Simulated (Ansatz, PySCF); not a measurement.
C2H7FS2Si, SMILES CS[SiH](SC)F. Atoms are numbered in the order given.

```xyz
13

Si     0.0582     0.2952    -0.7239
F      0.4368     0.2822    -2.3062
S      1.2369    -1.0761     0.4039
C      2.7467    -0.0603     0.6892
S     -1.9809    -0.3092    -0.6108
C     -2.2354    -0.1142     1.2038
H      0.3285     1.6729    -0.2328
H      3.3567    -0.6047     1.4223
H      3.3213     0.0569    -0.2394
H      2.4908     0.9267     1.0993
H     -2.1487     0.9392     1.5056
H     -1.5193    -0.7267     1.7674
H     -3.2567    -0.4615     1.4085
```
Charge 0, spin multiplicity 1.

Geometry optimised at B3LYP-D3(BJ)/def2-SVP. Other conformers were not sampled.

Two levels are set side by side: PBE-D3(BJ)/def2-SVP (Ansatz, a program for electronic structure) and B3LYP-D3(BJ)/def2-SVP (Ansatz). Each level has its own optimised geometry; the coordinates shown are those of the second. Frequencies come from the Hessian of PySCF at each geometry. Differences are taken from unrounded values.

```tsv
quantity	B3LYP-D3(BJ)	PBE-D3(BJ)	PBE-D3(BJ) minus B3LYP-D3(BJ)
mean bond length (Å)	1.471	1.478	0.007
bond Si1–F2 (Å)	1.627	1.639	0.012
bond Si1–S3 (Å)	2.131	2.137	0.006
bond Si1–S5 (Å)	2.130	2.135	0.005
bond S3–C4 (Å)	1.842	1.841	-0.001
bond S5–C6 (Å)	1.843	1.842	-0.001
bond Si1–H7 (Å)	1.487	1.504	0.016
bond C4–H8 (Å)	1.098	1.106	0.008
bond C4–H9 (Å)	1.098	1.106	0.008
bond C4–H10 (Å)	1.099	1.107	0.008
bond C6–H11 (Å)	1.099	1.107	0.008
bond C6–H12 (Å)	1.098	1.107	0.009
bond C6–H13 (Å)	1.098	1.106	0.008
highest harmonic wavenumber (cm⁻¹)	3166	3103	-62
mean harmonic wavenumber (cm⁻¹)	1201	1168	-33
zero-point energy (kcal/mol)	56.67	55.10	-1.57
```

GGA bonds tend to be longer and softer than those of functionals with exact exchange. Differences between two approximate levels are no errors against the true value.
